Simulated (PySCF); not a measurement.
## Ho⁺: excitation energy

Ho⁺ [Xe] 4f11 6s1 (high-spin determinant) → Ho⁺ [Xe] 4f10 6s1 7s1 (high-spin determinant), as a difference of total energies. Computed with PySCF 2.14 in x2c-TZVPPall with one added diffuse shell each of s, p, d, f type (12s8p8d5f2g, 129 functions), with scalar relativity by spin-free X2C-1e. Correlated levels: valence: [Kr] 4d10 frozen; valence and next inner shell: [Ar] 3d10 frozen. The calculations carry no spin-orbit coupling.

| method | excitation energy (eV) |
| --- | --- |
| UHF | 4.722 |
| LDA | 10.377 |
| PBE | 9.935 |
| PBE0 | 8.881 |
| r2SCAN | 9.350 |
| MP2 (valence) | 9.232 |
| SCS-MP2 (valence) | 8.865 |
| MP2 (valence and next inner shell) | 9.703 |
| SCS-MP2 (valence and next inner shell) | 9.164 |

**Question.** How much does correlation contribute at MP2 (valence and next inner shell)?

**Answer.** 9.703 − (4.722) = 4.981 eV, measured against UHF.

A first-order spin-orbit estimate (lowest level to lowest level, LS coupling) adds -0.051 eV.

The promoted electron is Rydberg-like, and one or two diffuse shells describe it only roughly, which tends to raise the upper state.

The determinant of the upper state and of the lower state mixes LS terms, which raises its energy above the lowest term, most at the Hartree-Fock and MP2 levels.
